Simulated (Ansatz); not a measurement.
`C[SiH2]OP` + `[OH][Y]([OH])[OH]` → `C[O][Y]([OH])[OH]` + `[SiH3]OP`  (substitution at a C–Si bond)

Gas-phase electronic energies from Ansatz, PBE0-D4/def2-TZVP geometries. CBS: MP2 limit from def2 TZ/QZ plus the TZ coupled-cluster correction, frozen cores. DFT in def2-TZVPP. B3LYP here is the variant with VWN-RPA as its local correlation; programs differ in this. Elements past krypton have def2 core potentials. For Y outer-core shells are correlated without core-valence functions, which leaves a few kJ/mol of doubt a bond. Each species was taken in one conformer, which may not be the lowest.

`C[SiH2]OP`:

```xyz
11

C     0.662    1.544    0.365
Si    0.877   -0.103   -0.468
O    -0.578   -0.877   -0.649
P    -1.481   -1.557    0.543
H     0.257    1.421    1.373
H    -0.013    2.188   -0.203
H     1.626    2.054    0.451
H     1.795   -0.963    0.327
H     1.410    0.055   -1.844
H    -2.743   -0.983    0.213
H    -1.813   -2.779   -0.109
```

`[OH][Y]([OH])[OH]`:

Cartesian coordinates in Å:
```
O -0.264 1.372 1.470
Y 0.000 0.000 0.000
O 0.953 -1.745 0.400
O -0.689 0.373 -1.870
H -0.388 2.016 2.160
H 1.401 -2.563 0.589
H -1.013 0.547 -2.749
```

`C[O][Y]([OH])[OH]`:

Cartesian coordinates in Å:
```
C 0.392 -1.977 0.928
O 0.155 -0.738 0.358
Y -0.208 1.064 -0.497
O 0.617 2.736 0.304
O -1.393 1.167 -2.142
H -0.093 -2.783 0.360
H 0.011 -2.023 1.957
H 1.466 -2.201 0.968
H 1.001 3.523 0.676
H -1.947 1.232 -2.913
```

`[SiH3]OP`:

Cartesian coordinates in Å:
```
Si 1.070 0.411 0.614
O 0.032 -0.220 -0.503
P -1.572 -0.549 -0.345
H 0.942 1.891 0.660
H 2.436 0.040 0.180
H 0.781 -0.146 1.961
H -1.618 -1.705 -1.175
H -2.072 0.280 -1.392
```

```csv
level,ΔE (kJ/mol),difference from CCSD(T)/CBS
PBE-D4,100.1,-5.8
r2SCAN-D4,104.1,-1.8
B3LYP-D4,96.7,-9.2
ωB97M-V,104.7,-1.2
r2SCAN,103.4,-2.5
PBE0,100.2,-5.7
B3LYP,92.5,-13.4
HF/def2-TZVPP,86.9,-19.0
SCS-MP2/def2-TZVPP,98.5,-7.4
CCSD/def2-TZVPP,99.1,-6.8
CCSD(T)/def2-TZVPP,99.9,-6.0
HF/def2-QZVPP,86.3,-19.6
SCS-MP2/def2-QZVPP,101.9,-4.0
HF/CBS(def2),86.2,-19.7
MP2/CBS(def2),113.1,7.2
CCSD/CBS(def2),105.2,-0.7
CCSD(T)/CBS,105.9,0
```

Largest T1 diagnostic among the species: 0.014.

In def2-TZVPP, CCSD(T) changes the Hartree–Fock value by +13.0 kJ/mol (the triples alone add +0.8 kJ/mol) and MP2 by +20.1 kJ/mol. The D4 term adds +4.2 kJ/mol with B3LYP and +2.3 kJ/mol with PBE0; it sums over pairs of atoms, weighted by their polarisabilities, and B3LYP, whose exchange is more repulsive, gets the larger term.
